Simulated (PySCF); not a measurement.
## Structure from NMR data

Molecular formula: C4H7FO3Si. Simulated spectra:

¹H NMR (400 MHz, computed): δ 12.16 (m, 1H), 8.42 (s, 1H), 5.20 (m, 1H), 4.83 (m, 1H), 1.50 (m, 3H).

¹³C{¹H} NMR (computed): δ 244.7 (CH), 166.7 (CH), 89.0 (CH), 17.4 (CH3).

- PBE0/pcSseg-1 with gauge-including orbitals
- geometry: GFN2-xTB
- program: PySCF 2.14.0 with density-fitted response routines
- no relativistic terms, isolated molecule, a single conformation, one averaged value for each set of equivalent atoms

Shifts are taken against calculated references (same method and geometry level): ¹H (σ = 31.72 ppm) and ¹³C (σ = 186.93 ppm) vs TMS.

Question: Propose a structure and justify it.

Answer: 
Rings plus π bonds: 2 (no ring in the answer). 4 carbon signals for 4 carbons: no two carbons are equivalent. Carbon types of the structure: 3 × CH, 1 × CH3, leaving 1 H on heteroatoms. δC 244.7, 166.7: carbonyl carbon. δC 89.0: sp3 CH bonded to F and Si; pulled downfield by the heteroatom. δC 17.4: methyl carbon; a saturated carbon with 1 carbon neighbour and no heteroatom attached. δH 12.16, 8.42: hydrogen on a carbonyl carbon. δH 5.20: hydrogen on an sp3 CH bonded to F and Si; its carbon carries F, hence the downfield position. δH 4.83: hydrogen on a silicon bonded to 2 C, O. δH 1.50: hydrogen on a methyl carbon.

The compound is SMILES C[C@@H](F)[Si@H](C=O)OC=O.

This is the structure that produced the data.

Splittings by ¹⁹F in the carbon and heteronuclear signals aren't shown, as no couplings were computed. Shifts are as computed. Against solution values, carbons near 30 ppm lie about +3 ppm off and those near 130 ppm about +5 ppm. Of 1309 compounds with measured shifts, 239 miss one by over three times the rms of a fit or turn the order of signals round; such compounds aren't used in these exercises. Multiplicities follow the n + 1 count of equivalent neighbours, as no J values were calculated; m marks all less simple cases, F and P coupling included.
